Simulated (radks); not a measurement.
The numbers below are computed, except where a source is named.
Mean orbital radii <r> (bohr) of the tin ion Sn46+, [He] 2s2, at several levels of relativity; Dirac values are averaged over j with weights 2j + 1. Spin-unpolarised spherical Kohn-Sham, PBE, point nucleus unless stated (finite: rms radius 4.6519 fm), a radial shooting solver on a logarithmic mesh with Libxc functionals. A level marked "c x" has the speed of light scaled by that factor.

shell,non-rel.,Dirac,"Dirac, finite nucleus","Dirac, c x 1.25","change of magnitude, last against first (%)"
1s,0.03029,0.02892,0.02892,0.02942,-2.86
2s,0.1237,0.1178,0.1178,0.1199,-3.05
2p (empty),0.1042,0.1014,0.1014,0.1024,-1.69
3s (empty),0.2820,0.2718,0.2718,0.2755,-2.28
